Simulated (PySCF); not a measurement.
Mg(iPr)(NH2) (C₃H₉MgN), SMILES C[CH](C)[Mg][NH2].

Coordinates come from a PBE-D3(BJ)/def2-SVP optimisation. The structure was generated by enumeration; whether it is a known compound was not checked. One conformer was computed; it need not be the lowest.

All values below come from PBE-D3(BJ)/def2-SVP in PySCF 2.14.0.

Frequencies are harmonic and unscaled.

A small imaginary wavenumber (i) marks a very flat motion, where grid noise or a shallow saddle decides the sign.

Computed vibrational spectrum:
```json
[
 {"mode": "1", "ν (cm⁻¹)": "18i", "IR (km/mol)": "0.0", "moving atoms (share of kinetic energy)": "H 98 %"},
 {"mode": "2", "ν (cm⁻¹)": "69", "IR (km/mol)": "2.0", "moving atoms (share of kinetic energy)": "C 33 %, H 27 %, N 24 %, Mg 16 %"},
 {"mode": "3", "ν (cm⁻¹)": "89", "IR (km/mol)": "8.4", "moving atoms (share of kinetic energy)": "Mg 39 %, N 28 %, H 21 %, C 12 %"},
 {"mode": "4", "ν (cm⁻¹)": "197", "IR (km/mol)": "20.9", "moving atoms (share of kinetic energy)": "Mg 42 %, C 36 %, H 20 %"},
 {"mode": "5", "ν (cm⁻¹)": "218", "IR (km/mol)": "43.9", "moving atoms (share of kinetic energy)": "H 38 %, Mg 28 %, C 23 %, N 12 %"},
 {"mode": "6", "ν (cm⁻¹)": "253", "IR (km/mol)": "0.0", "moving atoms (share of kinetic energy)": "H 97 %"},
 {"mode": "7", "ν (cm⁻¹)": "263", "IR (km/mol)": "2.5", "moving atoms (share of kinetic energy)": "H 76 %, C 12 %"},
 {"mode": "8", "ν (cm⁻¹)": "271", "IR (km/mol)": "70.6", "moving atoms (share of kinetic energy)": "H 80 %, N 13 %"},
 {"mode": "9", "ν (cm⁻¹)": "353", "IR (km/mol)": "3.5", "moving atoms (share of kinetic energy)": "C 55 %, H 41 %"},
 {"mode": "10", "ν (cm⁻¹)": "437", "IR (km/mol)": "3.9", "moving atoms (share of kinetic energy)": "C 53 %, H 29 %, N 15 %"},
 {"mode": "11", "ν (cm⁻¹)": "492", "IR (km/mol)": "60.5", "moving atoms (share of kinetic energy)": "H 79 %, N 15 %"},
 {"mode": "12", "ν (cm⁻¹)": "709", "IR (km/mol)": "69.7", "moving atoms (share of kinetic energy)": "Mg 50 %, N 40 %"},
 {"mode": "13", "ν (cm⁻¹)": "870", "IR (km/mol)": "8.2", "moving atoms (share of kinetic energy)": "C 65 %, H 34 %"},
 {"mode": "14", "ν (cm⁻¹)": "882", "IR (km/mol)": "2.0", "moving atoms (share of kinetic energy)": "H 87 %, C 13 %"},
 {"mode": "15", "ν (cm⁻¹)": "921", "IR (km/mol)": "14.6", "moving atoms (share of kinetic energy)": "H 92 %, C 8 %"},
 {"mode": "16", "ν (cm⁻¹)": "952", "IR (km/mol)": "1.9", "moving atoms (share of kinetic energy)": "H 76 %, C 24 %"},
 {"mode": "17", "ν (cm⁻¹)": "1074", "IR (km/mol)": "6.6", "moving atoms (share of kinetic energy)": "C 72 %, H 28 %"},
 {"mode": "18", "ν (cm⁻¹)": "1119", "IR (km/mol)": "8.0", "moving atoms (share of kinetic energy)": "C 55 %, H 45 %"},
 {"mode": "19", "ν (cm⁻¹)": "1146", "IR (km/mol)": "8.8", "moving atoms (share of kinetic energy)": "H 64 %, C 36 %"},
 {"mode": "20", "ν (cm⁻¹)": "1277", "IR (km/mol)": "1.6", "moving atoms (share of kinetic energy)": "H 77 %, C 23 %"},
 {"mode": "21", "ν (cm⁻¹)": "1332", "IR (km/mol)": "0.2", "moving atoms (share of kinetic energy)": "H 79 %, C 21 %"},
 {"mode": "22", "ν (cm⁻¹)": "1347", "IR (km/mol)": "7.6", "moving atoms (share of kinetic energy)": "H 80 %, C 20 %"},
 {"mode": "23", "ν (cm⁻¹)": "1401", "IR (km/mol)": "0.5", "moving atoms (share of kinetic energy)": "H 97 %"},
 {"mode": "24", "ν (cm⁻¹)": "1417", "IR (km/mol)": "5.4", "moving atoms (share of kinetic energy)": "H 96 %"},
 {"mode": "25", "ν (cm⁻¹)": "1423", "IR (km/mol)": "6.6", "moving atoms (share of kinetic energy)": "H 96 %"},
 {"mode": "26", "ν (cm⁻¹)": "1430", "IR (km/mol)": "4.9", "moving atoms (share of kinetic energy)": "H 97 %"},
 {"mode": "27", "ν (cm⁻¹)": "1479", "IR (km/mol)": "7.4", "moving atoms (share of kinetic energy)": "H 91 %, N 9 %"},
 {"mode": "28", "ν (cm⁻¹)": "2901", "IR (km/mol)": "122.4", "moving atoms (share of kinetic energy)": "H 96 %"},
 {"mode": "29", "ν (cm⁻¹)": "2902", "IR (km/mol)": "43.6", "moving atoms (share of kinetic energy)": "H 96 %"},
 {"mode": "30", "ν (cm⁻¹)": "2937", "IR (km/mol)": "12.2", "moving atoms (share of kinetic energy)": "H 93 %"},
 {"mode": "31", "ν (cm⁻¹)": "2982", "IR (km/mol)": "47.7", "moving atoms (share of kinetic energy)": "H 92 %, C 8 %"},
 {"mode": "32", "ν (cm⁻¹)": "2983", "IR (km/mol)": "11.9", "moving atoms (share of kinetic energy)": "H 92 %, C 8 %"},
 {"mode": "33", "ν (cm⁻¹)": "3022", "IR (km/mol)": "19.7", "moving atoms (share of kinetic energy)": "H 91 %, C 9 %"},
 {"mode": "34", "ν (cm⁻¹)": "3023", "IR (km/mol)": "37.1", "moving atoms (share of kinetic energy)": "H 91 %, C 9 %"},
 {"mode": "35", "ν (cm⁻¹)": "3468", "IR (km/mol)": "0.5", "moving atoms (share of kinetic energy)": "H 96 %"},
 {"mode": "36", "ν (cm⁻¹)": "3549", "IR (km/mol)": "6.9", "moving atoms (share of kinetic energy)": "H 92 %, N 8 %"}
]
```
